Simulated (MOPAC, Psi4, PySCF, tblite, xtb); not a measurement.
Dimer CHN ··· H4Si (SMILES C#N and [SiH4]) at R = 4.45 Å between the centres of mass, closest contact 2.75 Å (lowest of the rigid-body minima from ten starts at GFN2-xTB). Geometry in Å and degrees:

```
Si
H 1 1.4803
H 1 1.4803 2 109.47
H 1 1.4803 2 109.47 3 -120.00
H 1 1.4803 2 109.47 4 -120.00
H 2 2.7495 1 79.38 3 -59.37
C 6 1.0667 2 147.90 1 -147.84
N 7 1.1462 5 146.20 1 171.84
```

- GFN2-xTB (tblite)
- SAPT0/jun-cc-pVDZ, frozen core (Psi4)
- BLYP/def2-TZVP, counterpoise-corrected (Psi4)
- BLYP-D3(BJ)/def2-TZVP, counterpoise-corrected (Psi4)
- PBE/def2-TZVP, counterpoise-corrected (Psi4)
- PBE-D3(BJ)/def2-TZVP, counterpoise-corrected (Psi4)
- wB97X-D/def2-TZVP, counterpoise-corrected (Psi4)
- HF/aug-cc-pVTZ, counterpoise-corrected (Psi4)
- MP2/aug-cc-pVTZ = DF-MP2/aug-cc-pVTZ, frozen core, counterpoise-corrected in Psi4
- SCS-MP2/aug-cc-pVTZ = Psi4 with DF-SCS-MP2/aug-cc-pVTZ, frozen core, counterpoise-corrected
- AM1, restricted, heats of formation (MOPAC)
- PM3, restricted, heats of formation (MOPAC)
- GFN1-xTB (xtb)
- RKS-B3LYP/6-31G* = restricted B3LYP/6-31G*, spherical d, no counterpoise correction run with PySCF
- RKS-BP86/6-31G* = restricted BP86/6-31G*, spherical d, no counterpoise correction run with PySCF
- RHF/STO-3G = restricted Hartree-Fock/STO-3G, no counterpoise correction (PySCF 2.14.0)
- RHF/LANL2DZ = restricted Hartree-Fock/LANL2DZ, with its core potentials past Ne, no counterpoise correction (PySCF)

### Question
What interaction energy does each level give?

### Answer

```
method                 E_int / kcal/mol
---------------------  ----------------
PM3                               -1.85
GFN2-xTB                          -1.75
GFN1-xTB                          -1.07
PBE-D3(BJ)/def2-TZVP              -0.31
BLYP-D3(BJ)/def2-TZVP             -0.03
wB97X-D/def2-TZVP                  0.28
MP2/aug-cc-pVTZ                    0.30
PBE/def2-TZVP                      0.44
SCS-MP2/aug-cc-pVTZ                0.59
AM1                                0.70
RKS-B3LYP/6-31G*                   0.88
SAPT0/jun-cc-pVDZ                  0.98
RHF/STO-3G                         1.06
RKS-BP86/6-31G*                    1.10
BLYP/def2-TZVP                     1.42
RHF/LANL2DZ                        1.54
HF/aug-cc-pVTZ                     1.65
```
